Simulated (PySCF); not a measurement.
Compound: C₆H₁₁F₃.
Geometry (PBE0-D3(BJ)/def2-SVP, Å), atoms numbered from 1 in this order:
```xyz
20
C6H11F3 angstrom
C      1.0549   -1.0358   -0.9658
C      0.6493   -0.4217    0.3696
C      1.7537    0.4937    0.8677
F      1.4367    1.0307    2.0931
C     -0.7034    0.3137    0.3631
C     -0.8784    1.3244   -0.7639
C     -1.8801   -0.6408    0.3904
F     -1.7495   -1.5439    1.3897
F     -1.9849   -1.3420   -0.7688
H      1.9926   -1.6041   -0.8633
H      1.2184   -0.2662   -1.7367
H      0.2825   -1.7215   -1.3367
H      0.5588   -1.2312    1.1131
H      1.9332    1.3255    0.1628
H      2.6948   -0.0732    0.9703
H     -0.7608    0.8477    1.3266
H     -0.0505    2.0477   -0.7842
H     -0.9262    0.8299   -1.7447
H     -1.8079    1.9004   -0.6357
H     -2.8360   -0.1060    0.5390
```

Computed with PySCF at PBE0/pcSseg-1, non-relativistic, on one gas-phase PBE0-D3(BJ)/def2-SVP geometry that isn't relaxed in the solvent. The solvent is an IEF-PCM continuum (cavity from Bondi-type radii × 1.2). Only the electrostatic response of the medium enters.

| run | E − E(gas) (kcal/mol) | HOMO (eV) | HOMO–LUMO gap (eV) | dipole (D) |
| --- | --- | --- | --- | --- |
| gas | 0.00 | -8.91 | 10.15 | 1.91 |
| P | -3.89 | -8.73 | 10.31 | 2.31 |
| Q | -4.50 | -8.71 | 10.34 | 2.39 |

Q: The runs were made in acetone and tetrahydrofuran. Which run belongs to which solvent?

A: P = tetrahydrofuran, Q = acetone. The dielectric constants are 7.426 (tetrahydrofuran), 20.49 (acetone), and the energy falls further as ε rises. In this model the ground state sees the solvent through ε alone.

Q: How constant is the ratio of the lowering to (ε − 1)/(2ε + 1)?

A: 
```csv
solvent,(ε − 1)/(2ε + 1),E − E(gas) (kcal/mol),ratio (kcal/mol),polarisation term (kcal/mol)
tetrahydrofuran,0.405,-3.89,-9.6,-4.30
acetone,0.464,-4.50,-9.7,-5.07
```

The ratio changes by +1.1 % in size from tetrahydrofuran to acetone. The polarisation term is half the interaction of the solute with the induced surface charges.

The run took 83 s on one thread, Arm Neoverse N1 (aarch64), shared host, and the process peaked at 1.2 GiB of memory. This is the whole shielding run at PBE0/pcSseg-1 in acetone, SCF included.
